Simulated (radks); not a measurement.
Values are calculated unless marked as measured or tabulated.
Q: These are the eigenvalues of the occupied orbitals of an atom or ion with whole-number occupations (hartree). Code: a radial shooting solver on a logarithmic mesh with Libxc functionals. Model: scalar-relativistic Kohn-Sham, r2SCAN, spin-polarised, spherical densities, finite nucleus; meta-GGA in the generalised Kohn-Sham scheme; Fermi nuclear charge, rms radius of each element as measured or else 0.836 A^(1/3) + 0.57 fm.

| orbital | eigenvalue |
|---|---|
| 1s up | -180.2063 |
| 1s down | -180.1871 |
| 2s up | -20.50112 |
| 2s down | -20.45960 |
| 2p up | -17.01010 |
| 2p down | -16.96477 |
| 3s up | -2.85400 |
| 3s down | -2.67550 |
| 3p up | -1.92731 |
| 3p down | -1.75303 |
| 3d up | -0.54256 |
| 4s up | -0.33270 |
| 4s down | -0.30933 |
| 4d up | -0.02549 |

Which element is it, and in what charge state? The configuration may be excited. Open shells, if any, are filled with parallel spins first.

A: Z = 22, titanium, charge 0: Ti in [Ne] 3s2 3p5 3d2 4s2 4d1. The list shows which subshells hold electrons but not how many an open one holds; the 1s level, -180.21 hartree, gives Z - s = 19.0 by -(Z - s)^2/2, which with screening and relativity narrows Z to a few neighbours, and the depths of the outer levels then fix element, charge and occupations together.
